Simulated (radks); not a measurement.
The mean radii <r> (bohr) of the occupied orbitals of an atom or ion are listed with their occupations. All-electron calculation, scalar-relativistic Kohn-Sham, SCAN, spin-polarised, spherical densities, finite nucleus; meta-GGA in the generalised Kohn-Sham scheme; Fermi nuclear charge, rms radius of each element as measured or else 0.836 A^(1/3) + 0.57 fm. Program: a radial shooting solver on a logarithmic mesh with Libxc functionals.

| orbital | occ. | <r> |
|---|---|---|
| 1s down | 1 | 0.02037 |
| 1s up | 1 | 0.02037 |
| 2s up | 1 | 0.08642 |
| 2s down | 1 | 0.08642 |
| 2p up | 3 | 0.07671 |
| 2p down | 3 | 0.07671 |
| 3s up | 1 | 0.2250 |
| 3s down | 1 | 0.2250 |
| 3p up | 3 | 0.2244 |
| 3p down | 3 | 0.2243 |
| 3d up | 5 | 0.2039 |
| 3d down | 5 | 0.2038 |
| 4s up | 1 | 0.5080 |
| 4s down | 1 | 0.5082 |
| 4p up | 3 | 0.5387 |
| 4p down | 3 | 0.5390 |
| 4d up | 5 | 0.5837 |
| 4d down | 5 | 0.5846 |
| 5s up | 1 | 1.248 |
| 5s down | 1 | 1.255 |
| 5p up | 3 | 1.481 |
| 5p down | 3 | 1.487 |
| 4f up | 7 | 0.8089 |
| 4f down | 5 | 0.8294 |

Name the element and its charge. Open shells, if any, are filled with parallel spins first.

Answer. Z = 68, erbium, charge +2: Er2+ in [Xe] 4f12. The 1s radius gives Z: for a bare nucleus <r> = (2 gamma + 1)/(2Z) with gamma = sqrt(1 - (Z/c)^2), 0.02012 bohr for Z = 68, and screening makes it slightly larger (0.02037 here). The occupations add up to 66, and the charge is Z minus that.
